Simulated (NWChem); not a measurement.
System: HS2 anion

Here is an NWChem input.

```
start job
memory heap 200 mb stack 900 mb global 1100 mb
charge -1
geometry units angstroms noautosym nocenter noautoz
  S      0.032852    -1.127765     0.000000
  S      0.061590     1.013682     0.000000
  H     -1.270092     1.298169     0.000000
end
basis spherical
  S library aug-cc-pvdz
  H library aug-cc-pvdz
end
dft
  xc m05-2x
  iterations 150
end
cosmo
  dielec 2.4
end
task dft energy
```

Output (shortened):

```
             Northwest Computational Chemistry Package (NWChem) 7.3.0
             --------------------------------------------------------

                             Geometry "geometry" -> ""
                             -------------------------

 Output coordinates in angstroms (scale by  1.889725989 to convert to a.u.)

  No.       Tag          Charge          X              Y              Z
 ---- ---------------- ---------- -------------- -------------- --------------
    1 S                   16.0000     0.03285200    -1.12776500     0.00000000
    2 S                   16.0000     0.06159000     1.01368200     0.00000000
    3 H                    1.0000    -1.27009200     1.29816900     0.00000000

 Effective nuclear repulsion energy (a.u.)      72.5474011349

                                 NWChem DFT Module
                                 -----------------

 Summary of "ao basis" -> "ao basis" (spherical)
 ------------------------------------------------------------------------------
       Tag                 Description            Shells   Functions and Types
 ---------------- ------------------------------  ------  ---------------------
 S                        aug-cc-pvdz               11       27   5s4p2d
 H                        aug-cc-pvdz                5        9   3s2p

 in cosmo_initialize ...

 solvent parameters
 solvname_short: unkn
 solvname_long:  unknown
 dielec:        2.4000

          ---------------
          -cosmo- solvent
          ---------------
 Cosmo: York-Karplus, doi: 10.1021/jp992097l
 dielectric constant -eps-     =   2.40
 screen = (eps-1)/(eps    )    =   0.58333
 surface charge correction     = lagrangian

   van der Waals surface
 --------------------------

[...]

                                   COSMO solvation results
                                   -----------------------

                 gas phase energy =      -797.014355502772
                 sol phase energy =      -797.072398583686
 (electrostatic) solvation energy =         0.058043080914 (   36.42 kcal/mol)

                       DFT Final Molecular Orbital Analysis
                       ------------------------------------

 Vector   15  Occ=2.000000D+00  E=-2.666818D-01
              MO Center=  2.5D-02,  3.9D-01, -9.9D-11, r^2= 2.4D+00
   Bfn.  Coefficient  Atom+Function         Bfn.  Coefficient  Atom+Function
  ----- ------------  ---------------      ----- ------------  ---------------
    38      0.443592  2 S  pz                41      0.398248  2 S  pz
    11      0.260908  1 S  pz                14      0.231352  1 S  pz
    44      0.056123  2 S  pz                17      0.032640  1 S  pz
    19      0.032280  1 S  d -1

 Vector   16  Occ=2.000000D+00  E=-1.823972D-01
              MO Center=  9.0D-03, -9.1D-01, -4.1D-10, r^2= 2.3D+00
   Bfn.  Coefficient  Atom+Function         Bfn.  Coefficient  Atom+Function
  ----- ------------  ---------------      ----- ------------  ---------------
     9      0.499458  1 S  px                12      0.498737  1 S  px
    56      0.157600  3 H  s                 15      0.151759  1 S  px
    55      0.138586  3 H  s                 31     -0.124805  2 S  s
    32     -0.099677  2 S  s                 36     -0.099562  2 S  px
    40     -0.061690  2 S  py                30     -0.052975  2 S  s

 Vector   17  Occ=2.000000D+00  E=-1.540270D-01
              MO Center=  2.6D-02, -4.8D-01, -1.2D-09, r^2= 3.0D+00
   Bfn.  Coefficient  Atom+Function         Bfn.  Coefficient  Atom+Function
  ----- ------------  ---------------      ----- ------------  ---------------
    14      0.463417  1 S  pz                11      0.449916  1 S  pz
    38     -0.319941  2 S  pz                41     -0.318149  2 S  pz
    17      0.182812  1 S  pz                44     -0.130025  2 S  pz
    46     -0.030461  2 S  d -1              51     -0.028083  2 S  d -1

 Vector   18  Occ=0.000000D+00  E= 7.354633D-02
              MO Center= -5.2D-01,  1.2D+00,  1.0D-09, r^2= 1.1D+01
   Bfn.  Coefficient  Atom+Function         Bfn.  Coefficient  Atom+Function
  ----- ------------  ---------------      ----- ------------  ---------------
    32      1.647243  2 S  s                 57     -1.124353  3 H  s
     5     -0.782949  1 S  s                 16     -0.623382  1 S  py
    43     -0.623226  2 S  py                56     -0.546823  3 H  s
    31      0.444665  2 S  s                 42     -0.382951  2 S  px
    13     -0.331503  1 S  py                39     -0.284691  2 S  px

 Vector   19  Occ=0.000000D+00  E= 8.452060D-02
              MO Center= -9.4D-01, -4.0D-01,  7.0D-09, r^2= 1.2D+01
   Bfn.  Coefficient  Atom+Function         Bfn.  Coefficient  Atom+Function
  ----- ------------  ---------------      ----- ------------  ---------------
    57      1.822758  3 H  s                  5     -1.228384  1 S  s
    43     -0.957110  2 S  py                16     -0.866989  1 S  py
    42      0.626959  2 S  px                56      0.467315  3 H  s
    40     -0.318048  2 S  py                39      0.252093  2 S  px
     4     -0.206622  1 S  s                 13     -0.207562  1 S  py

[...]
```

Level: M05-2X/aug-cc-pVDZ, COSMO on the gas-phase geometry. The geometry was optimised at B3LYP/def2-SVPD. The gas-phase anion has a positive highest level at the geometry level, so the gas reference is doubtful. COSMO prints the solvation energy as gas minus solution, so a positive value is a stabilisation.
